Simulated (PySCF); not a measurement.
## Working out the ionisation energy of Xe²⁺

Xe²⁺ [Kr] 4d10 5s2 5p4 (3P) → Xe³⁺ [Kr] 4d10 5s2 5p3 (4S). Computed with PySCF 2.14 in aug-cc-pVQZ-PP with ECP28MDF (7s7p5d3f2g, 92 functions), with a scalar-relativistic core potential. Frozen: 4s2 4p6 4d10. Energies in hartree (1 hartree = 27.21139 eV):

```json
{"part": "UHF", "Xe²⁺ (lower)": "-327.140928", "Xe³⁺ (upper)": "-326.061598"}
{"part": "CCSD correlation", "Xe²⁺ (lower)": "-0.120618", "Xe³⁺ (upper)": "-0.087176"}
{"part": "(T)", "Xe²⁺ (lower)": "-0.003444", "Xe³⁺ (upper)": "-0.002379"}
```

Q: What does Hartree-Fock give?

A: (-326.061598) − (-327.140928) = 1.079330 hartree = 29.370 eV.

Q: What do CCSD and CCSD(T) give?

A: The CCSD correlation energies differ by 0.033442 hartree = 0.910 eV and the triples by 0.001065 hartree = 0.029 eV, so CCSD gives 30.280 eV and CCSD(T) 30.309 eV.

Reference: 31.05 ± 0.04 eV (semi-empirical (NIST evaluation); NIST Atomic Spectra Database, ionization energies), between the lowest levels; spin-orbit coupling is absent from the calculation.

What remains against the reference includes basis incompleteness, the frozen core and higher excitations.
